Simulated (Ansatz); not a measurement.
`C[O][Al]([F])[Cl]` → `[CH3]`• + `[O][Al]([F])[Cl]`• at 500 K and 1 bar (homolysis of the C–O bond).

Program: Ansatz. Geometries: PBE0-D4/def2-TZVP. ΔE: electronic, gas phase. CCSD(T)/CBS adds triple-zeta CCSD(T) − MP2 to the extrapolated MP2 energy (def2 sets, frozen cores). This one scheme is used for every species. No spin–orbit coupling; open shells (•) take unrestricted orbitals. One conformer a species, not always the lowest.

```csv
species,CCSD(T)/CBS energy (Eh),H − E (kJ/mol),S (J/(mol·K))
`C[O][Al]([F])[Cl]`,-916.81237,164.6,411.5
`[CH3]`•,-39.78218,97.2,216.4
`[O][Al]([F])[Cl]`•,-876.86532,46.6,348.5
```

H − E and S are ideal-gas, rigid-rotor, harmonic terms from PBE0-D4/def2-TZVP, for one conformer and one mirror image of each species, with the whole ground term of open shells counted as degenerate. 1 Eh = 2625.50 kJ/mol, R = 8.31446 J/(mol·K).

Q: By hand: ΔE, ΔH, ΔS and ΔG.

A: ΔE = (-39.78218) + (-876.86532) − (-916.81237) = 0.16487 Eh = 432.9 kJ/mol. Δ(H − E) = 97.2 + 46.6 − 164.6 = -20.8, so ΔH = 412.1 kJ/mol. ΔS = 216.4 + 348.5 − 411.5 = 153.4 J/(mol·K). ΔG = 412.1 − 500 × (153.4)/1000 = 335.4 kJ/mol.

Q: By hand: the equilibrium constant, and the temperature at which ΔG would vanish if ΔH and ΔS stayed fixed.

A: log₁₀ K = −ΔG/(RT ln 10) = -35.0. ΔG = 0 at ΔH/ΔS = 2686 K, far beyond where these terms or the molecules hold.

The number of gas molecules changes by +1, which sets the sign of ΔS. A doubt of 5 kJ/mol in ΔE shifts log₁₀ K by 0.5 here. Other conformers and mirror images would add mixing entropy, several J/(mol·K) or more a flexible species. These are equilibria of isolated gas molecules and say nothing of rates. Largest T1 diagnostic: 0.013 (customary marks: 0.02 for closed shells, 0.045 for open ones).
